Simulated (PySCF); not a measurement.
Dipole response of Mn⁺ (manganese, charge +1)

[Ar] 3d5 4s1, high-spin 7S determinant. All numbers are calculated (PySCF 2.14, the spin-free X2C one-electron Hamiltonian (Gaussian nucleus), in aug-cc-pwCVTZ-DK with one added diffuse shell each of s, p, d, f, g type (11s10p8d5f4g, 152 functions)). Coupled (time-dependent) response in atomic units; α is the mean over directions.

```tsv
method	mean α (bohr³)	C₆ (like pair)	S(−4)
M06	25.39	124.0	547.7
```

S(−4) is the Cauchy moment in α(ω) = α(0) + S(−4) ω² + …

α(iu) at M06:

```tsv
u (hartree)	α(iu) (bohr³)
0	25.39
0.0500	24.10
0.100	21.03
0.200	14.51
0.300	10.19
0.500	5.995
0.750	3.870
1.00	2.837
1.50	1.813
2.00	1.294
3.00	0.7690
5.00	0.3668
```

For an ion, C₆ is the dispersion term alone; charge-induced terms of lower order in 1/R come first.
